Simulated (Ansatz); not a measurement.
Relaxation of C3H10Al (14 atoms, charge 0, multiplicity 2), to a largest force component of 0.03 eV/Å in at most 50 steps.

Theory: Ansatz 0.2.0, UKS PBE0/cc-pVDZ.

```xyz
14
Properties=species:S:1:pos:R:3
Al -0.147 0.974 -0.416
H 0.031 0.222 2.234
C 1.624 0.146 -0.837
H 1.517 -0.939 -0.644
H 1.714 0.228 -1.939
C 2.872 0.702 -0.157
H 3.794 0.198 -0.493
H 2.999 1.778 -0.357
H 2.823 0.588 0.938
C -1.766 0.038 -1.096
H -1.869 -0.948 -0.608
H -2.704 0.593 -0.943
H -1.651 -0.150 -2.179
H 0.096 -0.484 2.372
```

Problem. Where does it end, and by what steps?

Solution. The run converged. The force dipped under the threshold on the way, but the program's further checks kept it going. After 16 steps the energy has fallen by 0.057 eV; H14 moved furthest, 0.70 Å.

```json
{"step": "0", "energy less start (eV)": "0.0000", "largest force component (eV/Å)": "1.678", "accepted": "yes"}
{"step": "1", "energy less start (eV)": "-0.0366", "largest force component (eV/Å)": "0.269", "accepted": "yes"}
{"step": "2", "energy less start (eV)": "-0.0389", "largest force component (eV/Å)": "0.029", "accepted": "yes"}
{"step": "3", "energy less start (eV)": "-0.0424", "largest force component (eV/Å)": "0.038", "accepted": "yes"}
{"step": "4", "energy less start (eV)": "-0.0466", "largest force component (eV/Å)": "0.285", "accepted": "yes"}
{"step": "5", "energy less start (eV)": "-0.0477", "largest force component (eV/Å)": "0.247", "accepted": "yes"}
{"step": "6", "energy less start (eV)": "-0.0504", "largest force component (eV/Å)": "0.215", "accepted": "yes"}
{"step": "7", "energy less start (eV)": "-0.0523", "largest force component (eV/Å)": "0.074", "accepted": "yes"}
{"step": "8", "energy less start (eV)": "-0.0533", "largest force component (eV/Å)": "0.107", "accepted": "yes"}
{"step": "9", "energy less start (eV)": "-0.0541", "largest force component (eV/Å)": "0.098", "accepted": "yes"}
{"step": "10", "energy less start (eV)": "-0.0548", "largest force component (eV/Å)": "0.103", "accepted": "yes"}
{"step": "11", "energy less start (eV)": "-0.0554", "largest force component (eV/Å)": "0.083", "accepted": "yes"}
{"step": "12", "energy less start (eV)": "-0.0560", "largest force component (eV/Å)": "0.057", "accepted": "yes"}
{"step": "13", "energy less start (eV)": "-0.0564", "largest force component (eV/Å)": "0.065", "accepted": "yes"}
{"step": "14", "energy less start (eV)": "-0.0566", "largest force component (eV/Å)": "0.027", "accepted": "yes"}
{"step": "15", "energy less start (eV)": "-0.0564", "largest force component (eV/Å)": "0.054", "accepted": "no"}
{"step": "16", "energy less start (eV)": "-0.0567", "largest force component (eV/Å)": "0.006", "accepted": "yes"}
```

```xyz
14
Properties=species:S:1:pos:R:3
Al -0.089 0.957 -0.439
H -0.137 0.449 1.899
C 1.681 0.091 -0.788
H 1.576 -0.983 -0.538
H 1.801 0.113 -1.890
C 2.914 0.688 -0.113
H 3.843 0.160 -0.389
H 3.050 1.748 -0.382
H 2.838 0.649 0.986
C -1.747 -0.014 -0.958
H -1.629 -1.109 -0.879
H -2.626 0.287 -0.364
H -1.980 0.215 -2.014
H -0.161 -0.304 1.745
```

Whether the end is a true minimum wasn't checked by a vibrational analysis.

The run took 39 s on 4 threads of Arm Neoverse V2 (shared host), peak memory 0.32 GiB.
